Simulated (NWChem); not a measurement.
System: ZrH4S2; SMILES [SH][ZrH2][SH]

The following NWChem deck was run.

```
start job
memory heap 200 mb stack 900 mb global 1100 mb
geometry units angstroms noautoz
  Zr    -0.539814    -0.113963    -0.167458
  H     -1.564162     0.197577    -1.683706
  H     -1.591200    -0.322703     1.352446
  S      0.849633     1.851511     0.151531
  H      1.988917     1.104583     0.039304
  S      0.781461    -2.118085    -0.441147
  H      0.242958    -2.416984     0.789858
end
basis spherical
  * library def2-svp
end
ecp
  Zr library def2-ecp
end
dft
  xc b3lyp
  iterations 150
  mulliken
end
task dft energy
```

The geometry was optimised at PBE-D3(BJ)/def2-SVP. B3LYP is NWChem's, with the RPA form of VWN correlation. def2 effective core potentials on Zr; no spin-orbit coupling.

Q: Give the results of this calculation. (B3LYP/def2-SVP with def2 effective core potentials on Zr.) Quantities: energy (Ha); highest occupied level (eV); orbital gap (eV); dipole (D).

A: The energy (Ha) is -845.69 and the highest occupied level (eV) is -7.77. The orbital gap (eV) is 5.12 and the dipole (D) comes out as 1.19.
